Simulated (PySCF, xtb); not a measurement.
CH7F2NSi2, SMILES F[SiH2]N([SiH2]F)C. Other conformers were not sampled.

Harmonic wavenumbers (cm⁻¹) from xtb 6.7.1 with GFN2-xTB at its own minimum, in rising order: 21, 43, 117, 141, 186, 221, 283, 341, 528, 535, 575, 587, 621, 725, 737, 753, 775, 805, 821, 965, 1099, 1151, 1185, 1429, 1494, 1500, 2306, 2352, 2379, 2396, 2943, 2998, 3019.

What does PySCF 2.14.0 with PBE-D3(BJ)/def2-SVP give at its own minimum? (An estimate is asked for; the answer gives what the named calculation found.)

49, 53, 89, 122, 208, 235, 263, 383, 556, 596, 691, 741, 764, 831, 838, 878, 912, 918, 943, 946, 1091, 1122, 1171, 1396, 1422, 1431, 2192, 2197, 2214, 2225, 2948, 3029, 3046. Paired by order, the mean absolute difference is 70 cm⁻¹ and the zero-point energies are 51.5 and 52.2 kcal/mol.
